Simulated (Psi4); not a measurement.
AlF₂ (SMILES [F][Al][F]), doublet, at a GFN2-xTB geometry (such geometries of metal compounds can be far from the true shape); HF/def2-SV(P) in Psi4.

Psi4 was given this input:
```
memory 2 GB

molecule {
0 2
  Al   -0.00451449    0.34922303    0.00195349
  F     1.55484400   -0.23215983   -0.00125071
  F    -1.54832307   -0.27227344   -0.00157100
}

set basis def2-sv(p)
set reference uhf

energy('scf')
print_variables()
```

What the program printed (banner, timings and long lists left out):

```
   => Loading Basis Set <=

    Name: DEF2-SV(P)
    Role: ORBITAL
    Keyword: BASIS

         ---------------------------------------------------------
                                   SCF
               by Justin Turney, Rob Parrish, Andy Simmonett
                          and Daniel G. A. Smith
                              UHF Reference
         ---------------------------------------------------------

  ==> Geometry <==

    Molecular point group: cs
    Full point group: Cs

    Geometry (in Angstrom), charge = 0, multiplicity = 2:

       Center              X                  Y                   Z               Mass
    ------------   -----------------  -----------------  -----------------  -----------------
         AL           0.351704003183     0.004546490991     0.000000000000    26.981538530000
         F           -0.229687684475    -1.554811999754     0.000000000000    18.998403162730
         F           -0.269802458551     1.548355071727     0.000000000000    18.998403162730

  Running in cs symmetry.

  Rotational constants: A =      2.95312  B =      0.18426  C =      0.17344 [cm^-1]
  Rotational constants: A =  88532.30027  B =   5523.91784  C =   5199.49838 [MHz]
  Nuclear repulsion =   88.217505411874839

  Charge       = 0
  Multiplicity = 2
  Electrons    = 31
  Nalpha       = 16
  Nbeta        = 15

  ==> Algorithm <==

  SCF Algorithm Type is DF.
  DIIS enabled.
  MOM disabled.
  Fractional occupation disabled.
  Guess Type is SAD.
  Energy threshold   = 1.00e-06
  Density threshold  = 1.00e-06
  Integral threshold = 1.00e-12

  ==> Primary Basis <==

  Basis Set: DEF2-SV(P)
    Blend: DEF2-SV(P)
    Number of shells: 20
    Number of basis functions: 46
    Number of Cartesian functions: 49
    Spherical Harmonics?: true
    Max angular momentum: 2

   => Loading Basis Set <=

    Name: (DEF2-SV(P) AUX)
    Role: JKFIT
    Keyword: DF_BASIS_SCF

  ==> Integral Setup <==

  SCF_SUBTYPE=INCORE selected. In-core MEM_DF algorithm will be used.
  Using in-core AOs.

  ==> MemDFJK: Density-Fitted J/K Matrices <==

    J tasked:                   Yes
    K tasked:                   Yes
    wK tasked:                   No
    Algorithm:                 Core
    Schwarz Cutoff:           1E-12
    Mask sparsity (%):       1.9849
    Fitting Condition:        1E-10

   => Auxiliary Basis Set <=

  Basis Set: (DEF2-SV(P) AUX)
    Blend: DEF2-UNIVERSAL-JKFIT
    Number of shells: 88
    Number of basis functions: 282
    Number of Cartesian functions: 341
    Spherical Harmonics?: true
    Max angular momentum: 4

  Minimum eigenvalue in the overlap matrix is 3.5385852842E-02.
  Reciprocal condition number of the overlap matrix is 1.1888103564E-02.
    Using symmetric orthogonalization.

  ==> Pre-Iterations <==

  SCF Guess: Superposition of Atomic Densities via on-the-fly atomic UHF (no occupation information).

   -------------------------
    Irrep   Nso     Nmo
   -------------------------
     A'        33      33
     A"        13      13
   -------------------------
    Total      46      46
   -------------------------

  ==> Iterations <==

                           Total Energy        Delta E     RMS |[F,P]|

   @DF-UHF iter SAD:  -439.51001397881288   -4.39510e+02   0.00000e+00
   @DF-UHF iter   1:  -440.56418545061240   -1.05417e+00   1.41632e-02 DIIS/ADIIS
   @DF-UHF iter   2:  -440.62287251640976   -5.86871e-02   9.99738e-03 DIIS/ADIIS
   @DF-UHF iter   3:  -440.66155121402517   -3.86787e-02   6.08404e-04 DIIS/ADIIS
   @DF-UHF iter   4:  -440.66234248345313   -7.91269e-04   1.79662e-04 DIIS/ADIIS
   @DF-UHF iter   5:  -440.66245455192620   -1.12068e-04   5.17187e-05 DIIS
   @DF-UHF iter   6:  -440.66246427072525   -9.71880e-06   1.35536e-05 DIIS
   @DF-UHF iter   7:  -440.66246474131145   -4.70586e-07   4.87334e-06 DIIS
   @DF-UHF iter   8:  -440.66246479231449   -5.10030e-08   1.13257e-06 DIIS
   @DF-UHF iter   9:  -440.66246479422415   -1.90965e-09   3.42267e-07 DIIS
  Energy and wave function converged.

  ==> Post-Iterations <==

   @Spin Contamination Metric:   1.798250919E-03
   @S^2 Expected:                7.500000000E-01
   @S^2 Observed:                7.517982509E-01
   @S   Expected:                5.000000000E-01
   @S   Observed:                5.000000000E-01

    Orbital Energies [Eh]
    ---------------------

    Alpha Occupied:

       1Ap   -58.528921     2Ap   -26.259005     3Ap   -26.258988
       4Ap    -4.959923     5Ap    -3.276650     1App   -3.274526
       6Ap    -3.273648     7Ap    -1.527788     8Ap    -1.522021
       9Ap    -0.705046    10Ap    -0.675375    11Ap    -0.642600
       2App   -0.636053    12Ap    -0.625999     3App   -0.625913
      13Ap    -0.338128

    Alpha Virtual:

       4App    0.046159    14Ap     0.106402    15Ap     0.175001
      16Ap     0.231412     5App    0.432856    17Ap     0.463218
       6App    0.573250    18Ap     0.573796    19Ap     0.580825
       7App    0.672807    20Ap     0.949633    21Ap     0.961288
      22Ap     1.539208    23Ap     1.543920     8App    1.561709
      24Ap     1.577742     9App    1.578520    25Ap     1.623451
      26Ap     1.986420    27Ap     2.034689    28Ap     3.469019
      10App    3.469292    11App    3.471262    29Ap     3.477233
      12App    3.505420    30Ap     3.527408    31Ap     3.542635
      13App    3.596875    32Ap     3.864699    33Ap     3.946234

    Beta Occupied:

       1Ap   -58.523054     2Ap   -26.255579     3Ap   -26.255561
       4Ap    -4.948070     1App   -3.269756     5Ap    -3.269556
       6Ap    -3.264841     7Ap    -1.517435     8Ap    -1.511704
       9Ap    -0.684220    10Ap    -0.653731    11Ap    -0.635145
       2App   -0.634853     3App   -0.626801    12Ap    -0.622820

    Beta Virtual:

      13Ap     0.016468     4App    0.094791    14Ap     0.132416
      15Ap     0.207240    16Ap     0.286215     5App    0.462915
      17Ap     0.498095     6App    0.617495    18Ap     0.619602
      19Ap     0.621924     7App    0.691473    20Ap     0.958262
      21Ap     0.990511    22Ap     1.544937    23Ap     1.548910
       8App    1.564041     9App    1.579971    24Ap     1.583029
      25Ap     1.626934    26Ap     1.996095    27Ap     2.045239
      28Ap     3.469115    10App    3.469437    11App    3.474157
      29Ap     3.478852    12App    3.507651    30Ap     3.534923
      31Ap     3.546630    13App    3.602550    32Ap     3.873436
      33Ap     3.952358

    Final Occupation by Irrep:
             Ap   App
    DOCC [    12,    3 ]
    SOCC [     1,    0 ]
    NA   [    13,    3 ]
    NB   [    12,    3 ]

  @DF-UHF Final Energy:  -440.66246479422415

   => Energetics <=

    Nuclear Repulsion Energy =             88.2175054118748392
    One-Electron Energy =                -791.9561907275292469
    Two-Electron Energy =                 263.0762205214302298
    Total Energy =                       -440.6624647942241495

  UHF NO Occupations:
  HONO-2 :    3App 1.9997343
  HONO-1 :   12 Ap 1.9995879
  HONO-0 :   13 Ap 1.0000000
  LUNO+0 :   14 Ap 0.0004121
  LUNO+1 :    4App 0.0002657
  LUNO+2 :   15 Ap 0.0001801
  LUNO+3 :   16 Ap 0.0000115

Computation Completed

Properties will be evaluated at   0.000000,   0.000000,   0.000000 [a0]

Properties computed using the SCF density matrix

 Multipole Moments:

 ------------------------------------------------------------------------------------
     Multipole            Electronic (a.u.)      Nuclear  (a.u.)        Total (a.u.)
 ------------------------------------------------------------------------------------

 L = 1.  Multiply by 2.5417464519 to convert [e a0] to [Debye]
 Dipole X            :          0.1542951            0.1450190            0.2993141
 Dipole Y            :          0.0019946            0.0018747            0.0038692
 Dipole Z            :          0.0000000            0.0000000            0.0000000
 Magnitude           :                                                    0.2993391

 ------------------------------------------------------------------------------------

  Variable Map:
  ----------------------------------------------------------------------------
  "CURRENT ENERGY"           =>    -440.662464794224
  "CURRENT REFERENCE ENERGY" =>    -440.662464794224
  "DD SOLVATION ENERGY"      =>       0.000000000000
  "HF KINETIC ENERGY"        =>     440.312869254894
  "HF POTENTIAL ENERGY"      =>    -880.975334049118
  "HF TOTAL ENERGY"          =>    -440.662464794224
  "HF VIRIAL RATIO"          =>       2.000793970751
  "NUCLEAR REPULSION ENERGY" =>      88.217505411875
  "ONE-ELECTRON ENERGY"      =>    -791.956190727529
  "PCM POLARIZATION ENERGY"  =>       0.000000000000
  "PE ENERGY"                =>       0.000000000000
  "SCF ITERATION ENERGY"     =>    -440.662464794224
  "SCF ITERATIONS"           =>       9.000000000000
  "SCF TOTAL ENERGY"         =>    -440.662464794224
  "TWO-ELECTRON ENERGY"      =>     263.076220521430

  Array Variable Map:
  ----------------------------------------------------------------------------
  "CURRENT DIPOLE"           =>       0.299314091113 ... 0.000000000000 1 by 3
  "SCF DIPOLE"               =>       0.299314091113 ... 0.000000000000 1 by 3
  "SCF TOTAL ENERGIES"       =>    -439.510013978813 ... -440.662464794224 1 by 10
```
